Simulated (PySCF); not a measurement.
CH4F2OSi, singlet, geometry from GFN2-xTB. Base run: B3LYP/6-31G, polarisability (PySCF).

Here is a job for PySCF.
```python
from pyscf import gto, scf, dft
from pyscf.prop import polarizability

mol = gto.Mole()
mol.atom = '''
    C     1.751348   -0.010039   -0.622427
    Si   -0.017049   -0.011850   -0.005908
    O    -0.877002   -1.114929   -0.791187
    F    -0.731724    1.418387   -0.128203
    F    -0.136128   -0.258294    1.574127
    H     2.229285   -0.968274   -0.444629
    H     2.336570    0.752944   -0.117402
    H     1.794888    0.187786   -1.688739
    H    -1.803446   -1.267734   -0.615768
'''
mol.basis = '6-31g'
mol.charge = 0
mol.spin = 0
mol.verbose = 4
mol.build()

mf = dft.RKS(mol)
mf.xc = 'b3lyp'
mf.kernel()
alpha = mf.Polarizability().polarizability()[2, 2]
print('alpha_zz =', alpha)
```

Each row names what was changed in the base input (with any setting that the change needs).

```tsv
change	alpha_zz (bohr³)	basis functions	core-seconds (rough)
base	27.23	57	6
basis = STO-3G	15.56	33	4
basis = 6-31+G*	[?]	[?]	20
functional = lda,vwn	28.71	57	4
basis = def2-SVP	28.66	94	10
basis = 6-31G*	[?]	[?]	10
finite field (a.u.) = 2e-4; conv_tol = 1e-6	10.39	57	4
finite field (a.u.) = 0.001; conv_tol = 1e-11	27.23	57	7
functional = pbe	28.52	57	7
finite field (a.u.) = 2e-4; conv_tol = 1e-11	27.23	57	7
finite field (a.u.) = 0.05; conv_tol = 1e-11	27.49	57	9
functional = hf	24.17	57	0.5
```

Question: Fill in the missing entries.

Answer: 
- basis = 6-31+G*, alpha_zz (bohr³): 34.36
- basis = 6-31+G*, basis functions: 102
- basis = 6-31G*, alpha_zz (bohr³): 28.82
- basis = 6-31G*, basis functions: 82

Finite-field rows take the second difference of the energy in a field along z; a small field with loose convergence shows SCF noise divided by the square of the field, and a large one adds hyperpolarisability.
